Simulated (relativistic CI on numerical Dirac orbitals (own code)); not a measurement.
# Cr5+ in a cubic cluster: 2p photoemission with charge transfer

Computed with a charge-transfer multiplet model of a cubic metal-ligand cluster with up to 2 ligand holes, Slater and spin-orbit integrals from Dirac-Coulomb-Breit ions, Slater integrals scaled by 0.8. The parameters are those of a tetrahedral site (10Dq negative, t2 hopping the larger). The ground state mixes d1 with configurations of k ligand holes L, whose averages lie at kΔ + k(k − 1)U_dd/2; a core hole lowers each added d electron by U_cd. 300 K, Lorentzian 0.6 eV and Gaussian 0.8 eV FWHM.

Atomic integrals in eV (Slater integrals scaled, ζ unscaled), ground: F2dd 9.377, F4dd 5.906, zeta_d 0.045; with the core hole: F2dd 9.377, F4dd 5.906, zeta_d 0.067, zeta_core 5.615, F2cd 6.891, G1cd 5.439, G3cd 3.098. Where a configuration has fewer than two d electrons, the dd integrals are those of d2.

Cluster parameters (eV): U_dd = 5, U_cd = 6.1, 10Dq = -0.45, 10Dq(ligand) = 0, V(eg) = 0.9, V(t2g) = -1.53, final-state hopping factor = 0.9.

```csv
Case,n_d,d1,d2L,d3L2,S
Δ = -1.4 eV,2.05,0.17,0.60,0.22,0.50
Δ = -0.4 eV,1.94,0.23,0.59,0.18,0.50
Δ = 2.6 eV,1.59,0.47,0.46,0.07,0.50
```

Weights, n_d and S are thermal averages at 300 K. Binding energies count from the first peak over 30 % of the highest in each spectrum, which can be another peak from case to case. The parameters are a model scan and need not match a compound or its usual spin state. Peaks in eV (height, largest 100):
- Δ = -1.4 eV: 0.0 (100), 4.7 (20), 9.9 (68), 13.4 (15), 18.3 (9)
- Δ = -0.4 eV: 0.0 (100), 4.7 (19), 9.7 (67), 13.3 (15), 18.1 (9)
- Δ = 2.6 eV: 0.0 (100), 5.3 (18), 9.5 (72), 17.4 (13)

Curve for Δ = 2.6 eV (points under 2 left out, the grid thinned):

```json
{"E (eV)": "-3.5", "Intensity": "2.1"}
{"E (eV)": "-2.9", "Intensity": "3.0"}
{"E (eV)": "-2.4", "Intensity": "4.4"}
{"E (eV)": "-1.8", "Intensity": "8.5"}
{"E (eV)": "-1.2", "Intensity": "24.5"}
{"E (eV)": "-0.6", "Intensity": "71.0"}
{"E (eV)": "-0.1", "Intensity": "99.6"}
{"E (eV)": "0.5", "Intensity": "86.5"}
{"E (eV)": "1.1", "Intensity": "62.6"}
{"E (eV)": "1.7", "Intensity": "34.7"}
{"E (eV)": "2.2", "Intensity": "24.1"}
{"E (eV)": "2.8", "Intensity": "20.1"}
{"E (eV)": "3.4", "Intensity": "18.2"}
{"E (eV)": "3.9", "Intensity": "17.4"}
{"E (eV)": "4.5", "Intensity": "16.9"}
{"E (eV)": "5.1", "Intensity": "18.2"}
{"E (eV)": "5.7", "Intensity": "18.2"}
{"E (eV)": "6.2", "Intensity": "18.7"}
{"E (eV)": "6.8", "Intensity": "19.2"}
{"E (eV)": "7.4", "Intensity": "21.5"}
{"E (eV)": "8.0", "Intensity": "29.0"}
{"E (eV)": "8.5", "Intensity": "40.3"}
{"E (eV)": "9.1", "Intensity": "63.8"}
{"E (eV)": "9.7", "Intensity": "67.7"}
{"E (eV)": "10.2", "Intensity": "41.8"}
{"E (eV)": "10.8", "Intensity": "23.6"}
{"E (eV)": "11.4", "Intensity": "19.4"}
{"E (eV)": "12.0", "Intensity": "17.5"}
{"E (eV)": "12.5", "Intensity": "15.5"}
{"E (eV)": "13.1", "Intensity": "13.7"}
{"E (eV)": "13.7", "Intensity": "12.6"}
{"E (eV)": "14.3", "Intensity": "10.4"}
{"E (eV)": "14.8", "Intensity": "8.2"}
{"E (eV)": "15.4", "Intensity": "6.2"}
{"E (eV)": "16.0", "Intensity": "5.7"}
{"E (eV)": "16.5", "Intensity": "7.2"}
{"E (eV)": "17.1", "Intensity": "11.6"}
{"E (eV)": "17.7", "Intensity": "11.6"}
{"E (eV)": "18.3", "Intensity": "7.8"}
{"E (eV)": "18.8", "Intensity": "5.7"}
{"E (eV)": "19.4", "Intensity": "4.2"}
{"E (eV)": "20.0", "Intensity": "4.0"}
{"E (eV)": "20.6", "Intensity": "4.4"}
{"E (eV)": "21.1", "Intensity": "3.7"}
{"E (eV)": "21.7", "Intensity": "2.1"}
```

For the case Δ = -0.4 eV, Δ = -0.4 eV is smaller than U_dd = 5 eV, the charge-transfer side of the Zaanen-Sawatzky-Allen scheme (negative Δ: between configuration averages a ligand hole costs less than the nominal valence; multiplet and field energies can change this for the lowest states). With the core hole the configuration with one ligand hole lies at Δ − U_cd = -7.5, -6.5, -3.5 eV from the one without, in the order of the table; where this is negative the screened configuration lies lower, though the effective hopping of about 3.4 eV (from the holes of the mixed ground state) mixes the two strongly wherever it is as large as the gap.

With at most 2 ligand holes the space is cut while the next configuration still counts, so covalency is underestimated, and a final configuration with one more ligand hole, which can lie low, is missing from the spectra.
